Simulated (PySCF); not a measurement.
PySCF input file for I₄Sn, SMILES [I][Sn-]([I])([I])[I] (connectivity only; charge and spin as stated), charge -1, multiplicity 2, B3LYP-D3(BJ)/def2-SVPD. Coordinates come from a B3LYP-D3(BJ)/def2-SVPD optimisation. The def2 effective core potentials stand for the cores of I, Sn; spin–orbit coupling is left out.

```python
import numpy as np
from pyscf import gto, scf, dft, df
from pyscf.hessian import thermo

mol = gto.M(
    atom='''
    Sn    0.00000000    0.00000000    0.00000000
    I     1.67390815    1.67390815    1.67390815
    I    -1.67390815    1.67390815   -1.67390815
    I    -1.67390815   -1.67390815    1.67390815
    I     1.67390815   -1.67390815   -1.67390815
    ''',
    basis='def2-SVPD',
    ecp={'I': 'def2-svp', 'Sn': 'def2-svp'},
    charge=-1,
    spin=1,
    max_memory=1600,
    verbose=3,
)
mf = dft.UKS(mol, xc='b3lyp').density_fit(auxbasis='def2-universal-jkfit')
mf.disp = 'd3bj'
mf.grids.level = 3
mf.conv_tol = 1e-11
mf.max_cycle = 100
mf.kernel()
fine, coarse = mf.grids, dft.Grids(mol).set(level=1).build(with_non0tab=True)
for _ in range(3):  # follow internal instabilities
    mf.grids = coarse
    mo, _, stable, _ = mf.stability(return_status=True, nroots=4)
    mf.grids = fine
    if stable:
        break
    mf.kernel(mf.make_rdm1(mo, mf.mo_occ))

# [left out here: the lines that compute and print the analytic Hessian (its translational invariance restored by hand, since the grid's response is missing), thermochemistry and intensities]
```

Log of the run:

```

WARN: HOMO -2.03521536797119 >= LUMO -2.03521536797118

converged SCF energy = -1405.87927171843  <S^2> = 0.75406724  2S+1 = 2.0040631
<class 'pyscf.df.df_jk.DFUKS'> wavefunction is stable in the internal stability analysis

WARN: DFTD3 does not support analytical Hessian, using finite difference


WARN: Mole.unit (angstrom) is changed to Bohr

Mode                                 0                   1                   2
Irrep
Freq [cm^-1]                       27.4580             27.4581             27.4583
Reduced mass [au]                 125.6505            125.6505            125.6505
Force const [Dyne/A]                0.0558              0.0558              0.0558
Char temp [K]                      39.5059             39.5061             39.5063
Normal mode                   x     y     z       x     y     z       x     y     z
       0  Sn                -0.02  0.01  0.02   -0.00 -0.03  0.02    0.02  0.01  0.02
       1   I                 0.03 -0.00 -0.02   -0.01  0.02 -0.03    0.02  0.04  0.02
       2   I                 0.01 -0.00 -0.03    0.04 -0.01  0.02    0.00 -0.04  0.01
       3   I                -0.00 -0.04  0.01   -0.04 -0.01  0.02   -0.01 -0.00 -0.03
       4   I                -0.02  0.04  0.02    0.01  0.02 -0.03   -0.03 -0.00 -0.02
Mode                                 3                   4                   5
Irrep
Freq [cm^-1]                       28.3822             28.3822            110.6057
Reduced mass [au]                 126.9045            126.9045            126.9045
Force const [Dyne/A]                0.0602              0.0602              0.9147
Char temp [K]                      40.8357             40.8357            159.1370
Normal mode                   x     y     z       x     y     z       x     y     z
       0  Sn                 0.00  0.00 -0.00   -0.00  0.00 -0.00    0.00  0.00  0.00
       1   I                 0.01  0.02 -0.04   -0.03  0.03  0.01    0.03  0.03  0.03
       2   I                -0.01  0.02  0.04    0.03  0.03 -0.01   -0.03  0.03 -0.03
       3   I                -0.01 -0.02 -0.04    0.03 -0.03  0.01   -0.03 -0.03  0.03
       4   I                 0.01 -0.02  0.04   -0.03 -0.03 -0.01    0.03 -0.03 -0.03
Mode                                 6                   7                   8
Irrep
Freq [cm^-1]                      157.9989            157.9989            157.9989
Reduced mass [au]                 121.3275            121.3275            121.3275
Force const [Dyne/A]                1.7845              1.7845              1.7845
Char temp [K]                     227.3253            227.3253            227.3253
Normal mode                   x     y     z       x     y     z       x     y     z
       0  Sn                 0.05 -0.02 -0.05    0.04  0.07  0.01   -0.05  0.03 -0.05
       1   I                 0.00  0.01  0.01   -0.02 -0.02 -0.02    0.01  0.01  0.01
       2   I                -0.01  0.00  0.00    0.00 -0.01  0.00    0.03 -0.02  0.03
       3   I                -0.02 -0.01  0.02   -0.02 -0.02  0.02   -0.00 -0.01  0.01
       4   I                -0.02  0.02  0.02    0.00 -0.01 -0.01    0.01 -0.01 -0.00
temperature 298.1500 [K]
pressure 101325.00 [Pa]
Rotational constants [GHz] 0.17766 0.17766 0.17766
Symmetry number 12
Zero-point energy (ZPE) 0.00165 [Eh]   4328.934 [J/mol]
                           tot       elec      trans        rot        vib
Entropy [J/mol/K]       492.889      5.763    189.062    127.051    171.013
Cv [J/mol/K]             98.342      0.000     12.472     12.472     73.399
Cp [J/mol/K]            106.657      0.000     20.786     12.472     73.399
Internal energy [J/mol]                      3718.434   3718.434  22744.638
Internal energy [Eh]   -1405.86778  -1405.87927
Enthalpy [J/mol]                             6197.391   3718.434  22744.638
Enthalpy [Eh]          -1405.86683
Gibbs free energy [J/mol]                  -50171.425 -34161.889 -28242.901
Gibbs free energy [Eh] -1405.92280
mode   freq/cm-1   IR/(km/mol)
   1       27.46         0.025
   2       27.46         0.025
   3       27.46         0.025
   4       28.38         0.000
   5       28.38         0.000
   6      110.61         0.000
   7      158.00        39.609
   8      158.00        39.609
   9      158.00        39.609
max |gradient| / (hartree/bohr): 0.00011916594081546206
APT charges: [ 1.5813 -0.6457 -0.6457 -0.6457 -0.6457]
```

The calculation finished and met its thresholds.
